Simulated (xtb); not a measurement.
[Ga(H)3(NCH)] (charge 0, multiplicity 1), xtb with GFN2-xTB. Convergence was not reached.

```
xtb start.xyz --ohess tight --gfn 2 --chrg 0 --uhf 0 --iterations 400

# start.xyz
7

Ga     0.000000     0.000000     0.000000
H     -0.114330     0.601605    -1.413011
H      1.353082     0.396986     0.619008
H     -0.094506    -1.534673    -0.086289
C     -2.592805     1.214735     1.994702
N     -1.505724     0.705434     1.158386
H     -3.384747     1.585761     2.603961
```

The last lines of the output:

```
         7        2.0000           -4.3745677            -119.0380
         8        2.0000           -4.2040597            -114.3983 (HOMO)
         9                         -3.8256381            -104.1009 (LUMO)
        10                         -3.7405740            -101.7862
        11                         -3.7405740            -101.7862
        12                         -3.1861441             -86.6994
        13                         -1.6457052             -44.7819
       ...                                ...                  ...
        21                          2.6725627              72.7241
      -------------------------------------------------------------
                  HL-Gap            0.3784216 Eh           10.2974 eV
             Fermi-level           -4.0148489 Eh         -109.2496 eV


         :::::::::::::::::::::::::::::::::::::::::::::::::::::
         ::                     SUMMARY                     ::
         :::::::::::::::::::::::::::::::::::::::::::::::::::::
         :: total energy             -16.168781141730 Eh    ::
         :: gradient norm              5.827890742552 Eh/a0 ::
         :: HOMO-LUMO gap             10.297376694831 eV    ::
         ::.................................................::
         :: SCC energy               -16.214729346763 Eh    ::
         :: -> isotropic ES          -18.029322931967 Eh    ::
         :: -> anisotropic ES          0.065691021226 Eh    ::
         :: -> anisotropic XC          0.002792430592 Eh    ::
         :: -> dispersion             -0.001075354811 Eh    ::
         :: repulsion energy           0.045948205033 Eh    ::
         :: add. restraining           0.000000000000 Eh    ::
         :: total charge               0.000000000000 e     ::
         :::::::::::::::::::::::::::::::::::::::::::::::::::::

last geometry written to: xtblast.xyz

########################################################################
[ERROR] Program stopped due to fatal error
-7- Geometry optimization failed
-6- xtb_geoopt: Trying to recover from failed geometry optimization
-5- xtb_geoopt: Geometry optimization did not converge
-4- optimizer_ancopt: Could not relax/optimize structure
-3- optimizer_relax: SCF not converged, aborting...
-2- xtb_calculator_singlepoint: Electronic structure method terminated
-1- scf: Self consistent charge iterator did not converge
########################################################################
```
